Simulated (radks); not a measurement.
Values are calculated unless marked as measured or tabulated.
All-electron atom: O III in [He] 2s2 2p1.75 3p0.25 (fractional occupations, a model configuration). Level of theory: scalar-relativistic Kohn-Sham, r2SCAN, spin-polarised, spherical densities, finite nucleus; open shells are filled with parallel spins first; meta-GGA in the generalised Kohn-Sham scheme; Fermi nuclear charge, rms radius 2.6991 fm (a radial shooting solver on a logarithmic mesh with Libxc functionals).

Local quantities along the radius. ELF = 1/(1 + alpha^2) is the electron localisation function; alpha = (tau - tau_W)/tau_unif compares the Pauli kinetic energy density with that of the uniform gas (summed over spins). tau is taken from the large components.

r (bohr),ELF,alpha
0.006275,1.000,0.002081
0.007978,1.000,0.002150
0.01014,1.000,0.002248
0.01279,1.000,0.002377
0.01626,1.000,0.002561
0.02067,1.000,0.002821
0.02628,1.000,0.003195
0.03314,1.000,0.003728
0.04212,1.000,0.004576
0.05355,1.000,0.005958
0.06808,1.000,0.008368
0.08654,1.000,0.01295
0.1091,1.000,0.02222
0.1387,0.998,0.04509
0.1764,0.988,0.1096
0.2242,0.906,0.3217
0.2828,0.488,1.025
0.3595,0.124,2.658
0.457,0.128,2.611
0.5809,0.482,1.036
0.7385,0.823,0.4630
0.9314,0.896,0.3402
1.184,0.882,0.3654
1.505,0.731,0.6065
1.913,0.169,2.219
2.413,0.014,8.377
3.068,0.032,5.523
3.9,0.091,3.152
4.957,0.060,3.969
6.302,0.014,8.480
7.948,0.001,29.21

On this mesh the ELF has minima near r = 0.41, 2.4 bohr, which separate the shells, and maxima near 1.1 (0.90).

Self-consistent cycle (total energy in hartree, residual of the potential): 1: -72.799823, 1e+00; 2: -72.891224, 8e-01; 3: -72.955122, 9e-02; 4: -72.955382, 4e-02; 5: -72.955466, 3e-03; 6: -72.955466, 4e-04; 7: -72.955466, 1e-04; 8: -72.955466, 2e-04; 9: -72.955466, 9e-05; 10: -72.955466, 6e-06; 11: -72.955466, 1e-05; 12: -72.955466, 8e-06; 13: -72.955466, 4e-06; 14: -72.955466, 6e-06; 15: -72.955466, 3e-07.
